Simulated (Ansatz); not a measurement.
Geometry optimisation of the cluster Ni₂H₃⁺.

```yaml
crystal:
  periodic: [false, false, false]
  atoms:
    - {symbol: Ni, position_ang: [-1.057919, -0.187438, 0.409396]}
    - {symbol: Ni, position_ang: [1.057875, 0.187513, -0.409474]}
    - {symbol: H, position_ang: [-0.201396, 1.023220, -0.051801]}
    - {symbol: H, position_ang: [0.408842, -0.408145, 0.869633]}
    - {symbol: H, position_ang: [-0.207402, -0.615148, -0.817754]}
basis:
  gaussian: {orbitals: def2-TZVP}
total_charge: 1
magnetization: {spin_polarized: true, initial_magnetization: 4}
hamiltonian: {xc: pbe0, dispersion: d4}
scf: {omitted_lower_state_checks: [starts]}
output: {orbitals: {seedname: orbitals}}
relax: {f_tol: 0.02, max_steps: 100}
```

```sh
$ ansatz run in.yaml --threads 4 --pin off --events-out ev --progress --plain --max-ram 3916MiB
```

It prints (some lines left out):

```
Functional definition: PBE0
mean field -82111.73921359 eV, -3017.5507587637 hartree, gradient 5.8e-6 eV, S^2 6.006742; 0 other end points of the search recorded, 0 dependent functions left out
relax step   1: F+E_penalty+E_count = -82111.79626884 eV  Δ(F+E_penalty+E_count) = +0.000e0 eV  max|allowed force component| = 2.497e0 eV/Å  Δτ_max = 0.0000 Å  (202 SCF iters, accepted)
mean field -82113.25633961 eV, -3017.6065121166 hartree, gradient 1.6e-5 eV, S^2 6.010074; 0 other end points of the search recorded, 0 dependent functions left out
relax step   2: F+E_penalty+E_count = -82113.31290708 eV  Δ(F+E_penalty+E_count) = -1.517e0 eV  max|allowed force component| = 1.444e0 eV/Å  Δτ_max = 0.1461 Å  (138 SCF iters, accepted)
mean field -82113.69205128 eV, -3017.6225242251 hartree, gradient 2.3e-5 eV, S^2 6.010627; 0 other end points of the search recorded, 0 dependent functions left out
relax step   3: F+E_penalty+E_count = -82113.74832364 eV  Δ(F+E_penalty+E_count) = -4.354e-1 eV  max|allowed force component| = 1.952e-1 eV/Å  Δτ_max = 0.1953 Å  (91 SCF iters, accepted)
mean field -82113.69768257 eV, -3017.6227311712 hartree, gradient 1.5e-5 eV, S^2 6.010529; 0 other end points of the search recorded, 0 dependent functions left out
relax step   4: F+E_penalty+E_count = -82113.75398415 eV  Δ(F+E_penalty+E_count) = -5.661e-3 eV  max|allowed force component| = 7.040e-2 eV/Å  Δτ_max = 0.0384 Å  (96 SCF iters, accepted)
mean field -82113.70019232 eV, -3017.6228234027 hartree, gradient 2.6e-5 eV, S^2 6.010489; 0 other end points of the search recorded, 0 dependent functions left out
relax step   5: F+E_penalty+E_count = -82113.75643109 eV  Δ(F+E_penalty+E_count) = -2.447e-3 eV  max|allowed force component| = 4.448e-2 eV/Å  Δτ_max = 0.0211 Å  (88 SCF iters, accepted)
mean field -82113.70035979 eV, -3017.6228295573 hartree, gradient 1.5e-5 eV, S^2 6.010501; 0 other end points of the search recorded, 0 dependent functions left out
relax step   6: F+E_penalty+E_count = -82113.75662028 eV  Δ(F+E_penalty+E_count) = -1.892e-4 eV  max|allowed force component| = 1.562e-3 eV/Å  Δτ_max = 0.0035 Å  (92 SCF iters, accepted)
mean field -82113.70035979 eV, -3017.6228295573 hartree, gradient 1.5e-5 eV, S^2 6.010501; 0 other end points of the search recorded, 0 dependent functions left out
Total energy: -82113.75664901 eV, -3017.6248981479 hartree
Atom 0 at    -0.987210    -0.171209     0.383806 Å, force    -0.001562     0.000372     0.000682 eV/Å
Atom 1 at     0.987219     0.171205    -0.383786 Å, force     0.001412    -0.000225    -0.001001 eV/Å
Atom 2 at    -0.257312     1.332091    -0.069347 Å, force    -0.000493    -0.000256     0.000182 eV/Å
Atom 3 at     0.531995    -0.531006     1.131537 Å, force     0.000103    -0.000103     0.000224 eV/Å
Atom 4 at    -0.274692    -0.801079    -1.062210 Å, force     0.000540     0.000212    -0.000086 eV/Å
Dipole moment:     0.000005    -0.000003     0.000010 e Å
Checks for a lower state left out: starts
```

Hardware: 4 threads of Arm Neoverse V2 on a shared host. Wall time 31 s.

At PBE0-D4/def2-TZVP a triplet of charge 1 lies 1.98 eV below the quintet, each at its own geometry. The structure comes from a short search, and lower isomers may exist.
